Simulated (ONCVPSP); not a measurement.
## Ir (Z = 77): one change to an ONCV potential, before and after

Ir, optimised norm-conserving Vanderbilt (ONCV), made with ONCVPSP 4.0.1 (PBE, fully relativistic). Core [Xe] 4f14, reference 5d7 6s0.5 (charge +1.5). Waves: 6s: rc 2.45 bohr, ncon 4, nbas 8, qcut 2.4 1/bohr, 3 projectors, debl 2.8 Ha; p scattering state at 0.14 Ha: rc 2.20 bohr, ncon 4, nbas 8, qcut 4 1/bohr, 2 projectors, debl 4 Ha; 5d: rc 2.25 bohr, ncon 4, nbas 8, qcut 6.9 1/bohr, 3 projectors, debl 2.2 Ha. Local part: polynomial inside 1.50 bohr (lpopt 3, dvloc0 -1 Ha). Core correction: Teter function, fcfact 5.5, rcfact 1.55.

Open shells are filled in proportion to 2j + 1.

In the p channel the program set the typed energies aside and used 0.050, 4.050 Ha (j = l + 1/2; the other j can differ).

All-electron outer shells of the reference configuration (PBE, scalar-relativistic, ld1.x):

| shell | level (eV) | outermost node (bohr) | outermost maximum (bohr) |
| --- | --- | --- | --- |
| 5p | -67.62 | 0.54 | 1.01 |
| 5d | -19.76 | 0.59 | 1.29 |
| 6s | -17.45 | 1.17 | 2.30 |

Change: s: qcut 2.1; p: qcut 3.6; d: qcut 6.2.

Cutoffs: the cutoffs (Ha) at which the residual kinetic energy of the hardest occupied pseudo-wave falls to 1 and 0.1 mHa per electron; they do not see the model core or the augmentation charge, which bear on the density cutoff. Errors are all-electron minus pseudo energies relative to the spin-unpolarised reference configuration.

Task: What does the change do?

Result: The potential gets harder (16 Ha and 27 Ha → 22 Ha and 29 Ha); the errors of the 4 common tests hardly move; neither file shows a bound ghost.

| quantity | base | changed |
| --- | --- | --- |
| cutoff, loose | 16 Ha | 22 Ha |
| cutoff, tight | 27 Ha | 29 Ha |
| loose cutoff by channel | s 14 Ha, d 16 Ha | s 22 Ha, d 15 Ha |
| bound ghosts | none | none |
| GHOST(+) flags under 300 eV | p3/2 at 73.2 eV, p1/2 at 78.2 eV, s at 80.0 eV | p3/2 at 72.4 eV, s at 78.1 eV, p1/2 at 78.7 eV |
| error for 5d7 6s2, meV [ΔE -17.64 eV] | -138 | -130 |
| error for 5d7 6s1, meV [ΔE -7.75 eV] | -21 | -21 |
| error for 5d7 6s0, meV [ΔE 9.73 eV] | -27 | -27 |
| error for 5d8 6s1, meV [ΔE -17.98 eV] | -109 | -107 |
| s: phases at 2.49 bohr within 0.05 rad from the reference energy up to (Ha; the scan ends near 5) | 2.9 | 2.8 |
| p3/2: phases at 2.23 bohr within 0.05 rad from the reference energy up to (Ha; the scan ends near 5) | 2.2 | 2.1 |
| p1/2: phases at 2.23 bohr within 0.05 rad from the reference energy up to (Ha; the scan ends near 5) | 2.5 | 2.5 |
| d5/2: phases at 2.29 bohr within 0.05 rad from the reference energy up to (Ha; the scan ends near 5) | to the end of the scan | to the end of the scan |
| d3/2: phases at 2.29 bohr within 0.05 rad from the reference energy up to (Ha; the scan ends near 5) | to the end of the scan | to the end of the scan |
| rms error of d²Exc/dni dnj with the model core, mHa | 0.80 | 0.79 |
